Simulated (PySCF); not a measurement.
C4H4BN, SMILES C#CB(N)C#C. Heavy atoms are numbered as in [CH:1]#[C:2][B:3]([NH2:4])[C:5]#[CH:6]. Hydrogens are named by the atom that carries them.

Coordinates come from a r2SCAN-D4/def2-SVP optimisation. The structure was generated by enumeration, and PubChem lists no compound with its InChIKey, so it may never have been made. The values are those of a single conformer.

The numbers are results of PBE/pcSseg-1 (PySCF), not measurements.

GIAO shieldings, no solvent; atoms alike by connectivity are averaged. δ = σ(ref) − σ: ¹³C against TMS (σ = 182.0 ppm); ¹¹B against BF3 (σ = 83.9 ppm); ¹⁵N against NH3 (σ = 267.0 ppm); ¹H against TMS (σ = 31.49 ppm), references at their B3LYP-D3(BJ)/def2-TZVP geometries, non-relativistic.

Q: Estimate the chemical shifts. (Estimate from the structure and the level; the computed values follow.)

A: 
```
nucleus     atoms  count  δ (ppm)
-------  --------  -----  -------
¹³C       C1 (CH)      2     99.3
¹³C            C2      2     94.8
¹¹B            B3      1      5.1
¹⁵N      N4 (NH2)      1    132.5
¹H        H on N4      2     4.56
¹H        H on C1      2     2.87
```
